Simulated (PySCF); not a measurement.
## Worked example: chemical shift, span and skew from a shielding tensor

CH₆ClFSi₂, SMILES C[Si@@](F)([SiH3])Cl. Atoms are numbered in the order given.

```xyz
11

C     -1.7190    -0.9941     0.7674
Si    -0.2450     0.0380     0.3137
F     -0.0138     1.1450     1.4855
Si     1.7607    -1.1126    -0.0280
Cl    -0.6627     1.0831    -1.4250
H     -2.6061    -0.3536     0.8894
H     -1.5391    -1.5289     1.7129
H     -1.9296    -1.7332    -0.0204
H      2.8388    -0.1465    -0.3918
H      2.1529    -1.8603     1.2060
H      1.5669    -2.0876    -1.1445
```
Charge 0, spin multiplicity 1.

Geometry optimised at PBE0-D3(BJ)/def2-SVP. The structure was generated by enumeration; whether it is a known compound was not checked.

GIAO shieldings from PySCF with PBE/pcSseg-1, non-relativistic, no solvent. The symmetric part of the tensor of F3 has the principal values 240.6, 301.3, 357.4 ppm. The same nucleus in CFCl3 has σ = 133.6 ppm at this level (PySCF, at its B3LYP-D3(BJ)/def2-TZVP geometry). Without spin–orbit terms, shifts of atoms bonded to Cl or Br come out too high.

### Question
Work out the isotropic shielding, the ¹⁹F shift against CFCl3, the span and the skew.

### Answer

σ(iso) = (σ11 + σ22 + σ33)/3 = 299.8 ppm. δ = σ(ref) − σ(iso) = 133.6 − (299.8) = -166.2 ppm.
Span Ω = σ33 − σ11 = 116.8 ppm. Skew κ = 3(σ(iso) − σ22)/Ω = -0.04. Tumbling in solution averages the tensor to δ; in a static solid the shielding alone would spread this spin-1/2 line over Ω.
